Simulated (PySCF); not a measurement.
# Static response to an electric field

Compound: C₄H₃F₃N₂S.
Structure used (GFN2-xTB), in Å, numbered top down from 1:
```
atom  x, y, z in Å
F1    -1.284    1.630    0.749
C2    -1.751    0.421    0.417
F3    -1.778   -0.303    1.542
F4    -3.029    0.595    0.045
C5    -0.939   -0.242   -0.685
C6     0.484   -0.376   -0.255
N7     1.367    0.622   -0.476
C8     2.515    0.293    0.011
S9     2.484   -1.274    0.742
N10    0.913   -1.442    0.368
H11   -1.371   -1.225   -0.874
H12   -1.000    0.389   -1.572
H13    3.387    0.912   -0.031
```

Level: PBE0/def2-SVPD (PySCF), static field, nuclei fixed, core orbitals frozen in the response. The polarisability tensor in these axes (au):

```
x   95.25 -5.33  8.11
y   -5.33 74.32 -8.37
z    8.11 -8.37 62.69
```

Task: Give the principal values, the mean and the anisotropy Δα = √{½[(α1 − α2)² + (α2 − α3)² + (α1 − α3)²]}.

Result: Principal values 57.67, 75.31 and 99.28 au; mean 77.42 au = 11.47 Å³ = 12.76 × 10⁻⁴⁰ C²·m²/J; Δα = 36.18 au (47 % of the mean).

Task: What is the dipole moment, and where does it point?

Result: (2.69, -0.53, -1.31) D, 3.03 D in size, pointing from the negative to the positive side. Measured along this direction, the outermost atoms are F4 at the negative end and H13 at the positive end.

Task: Find the Langevin capture rate constant for H3+ (3.023 u) meeting this molecule (167.997 u), k = 2.342 × 10⁻⁹ cm³/s × √(α in Å³ / reduced mass in u).

Result: The reduced mass is 2.97 u, so k = 4.60 × 10⁻⁹ cm³/s. The formula leaves out the permanent dipole, which adds to the capture rate.

Task: Form Σ f/ω² (atomic units) for the 6 lowest TDDFT singlets, given as eV and f, and set it beside the mean polarisability, which is this sum over all singlets: 5.17, 0.0009; 5.85, 0.0933; 6.01, 0.0020; 6.28, 0.0002; 6.75, 0.0238; 6.91, 0.0133.

Result: They add up to 2.68 au, 3.5 % of the 77.42 au; the largest single term is 2.02 au, from the state at 5.85 eV. Terms in order: 0.02, 2.02, 0.04, 0.00, 0.39, 0.21 au. Higher excitations give the rest. The strengths listed sum to 0.134.

Task: Refractivity n − 1 of an ideal gas of it at 298.15 K and 1 atm, from the electronic α?

Result: N = p/kT = 2.4615 × 10¹⁹ cm⁻³, so n − 1 = 2π × N × 11.47 × 10⁻²⁴ cm³ = 1774 × 10⁻⁶ at long wavelengths.

Task: Orientational against electronic polarisability at 350 K (dilute gas, rigid molecules)?

Result: In Gaussian units μ²/3kT = 63.53 Å³ against 11.47 Å³, a ratio of 5.54; the Debye molar polarisation (4π/3)N_A(α + μ²/3kT) is 189.2 cm³/mol, leaving out the vibrational part.

One conformer (not necessarily the lowest) at the GFN2-xTB geometry, without solvent, vibrations or thermal averaging.
